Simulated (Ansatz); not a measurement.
`[OH][Al-]1([Cl])[O]C=CC=[O+]1`, relaxed with RKS PBE-D4/def2-SVP in the Gaussian-basis code of Ansatz from a rough embedded geometry. The force threshold is 0.03 eV/Å; the program also tests the step.

The species carries charge 0 and has multiplicity 1.

Start:

```xyz
12

O    -1.483   -1.414    1.945
Al   -0.173   -0.293    1.384
Cl    0.962    0.491    3.082
O    -0.744    1.105    0.343
C    -0.431    1.213   -1.013
C     0.411    0.395   -1.620
C     1.100   -0.802   -1.006
O     0.956   -1.157    0.190
H    -2.137   -0.767    2.495
H    -0.843    2.038   -1.533
H     0.630    0.572   -2.643
H     1.751   -1.382   -1.623
```

(1) How much energy does the relaxation release, and in how many steps? (An estimate is asked.)

(2) Which bonds change most? (An estimate is asked.)

(3) Give the relaxed structure. (An estimate is asked.)

Answers

(1) Ansatz gave: 1.10 eV, in 14 steps, 2 of them rejected.

(2) Ansatz gave: O4–C5 from 1.396 to 1.283 Å; C6–C7 from 1.511 to 1.405 Å; O1–H9 from 1.072 to 0.968 Å; O1–Al2 from 1.814 to 1.714 Å.

(3) Ansatz gave: 
```xyz
12

O    -1.624   -1.138    1.758
Al   -0.233   -0.184    1.447
Cl    0.958    0.603    3.016
O    -0.697    1.179    0.277
C    -0.362    1.251   -0.960
C     0.461    0.337   -1.640
C     1.016   -0.781   -0.993
O     0.844   -1.093    0.240
H    -1.939   -1.332    2.652
H    -0.769    2.124   -1.517
H     0.680    0.503   -2.703
H     1.668   -1.468   -1.575
```
